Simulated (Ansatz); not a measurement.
Gas-phase electronic energies from Ansatz, PBE0-D4/def2-TZVP geometries. CCSD(T)/CBS is the MP2 limit (def2-TZVPP, def2-QZVPP) plus CCSD(T) − MP2 in def2-TZVPP, frozen cores. def2 core potentials past Kr. For In outer-core shells are correlated without core-valence functions, which leaves a few kJ/mol of doubt a bond. One conformer a species, not always the lowest.

Consider the substitution at a C–B bond: `CCBC(=O)O` + `[CH3][In]([OH])[Cl]` → `CC[O][In]([CH3])[Cl]` + `BC(=O)O`.

```
               species  CCSD(T)/CBS(def2) energy (Eh)
           `CCBC(=O)O`                     -293.51558
 `[CH3][In]([OH])[Cl]`                     -765.30086
`CC[O][In]([CH3])[Cl]`                     -843.80850
             `BC(=O)O`                     -214.97533
```

**Question.** Work out ΔE.

**Answer.** ΔE = (-843.80850) + (-214.97533) − (-293.51558) − (-765.30086) = 0.03261 Eh = +85.6 kJ/mol.

Largest T1 diagnostic among the species: 0.019.

In def2-TZVPP, CCSD(T) changes the Hartree–Fock value by +6.1 kJ/mol (the triples alone add −0.9 kJ/mol) and MP2 by +11.5 kJ/mol.
